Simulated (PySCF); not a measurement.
**Mg: excitation energy**

Mg [Ne] 3s2 (1S) → Mg [Ne] 3p2 (3P), as a difference of total energies. All numbers are calculated (PySCF 2.14, no relativity, point nucleus, in dyall-av2z (14s10p4d, 64 functions)). Correlated levels: valence: [Ne] frozen; virtual orbitals above 40 to 60 times the deepest correlated orbital energy dropped. The calculations carry no spin-orbit coupling.

```tsv
method	excitation energy (cm⁻¹)
UHF	50708
MP2 (valence)	54688
SCS-MP2 (valence)	56347
CCSD (valence)	56284
```

Errors of the correlated levels include the incompleteness of this basis and the frozen core.

With two correlated electrons CCSD is exact in that space.

For comparison: 57854 cm⁻¹ (measured; NIST levels, between the centres of gravity of the two terms).
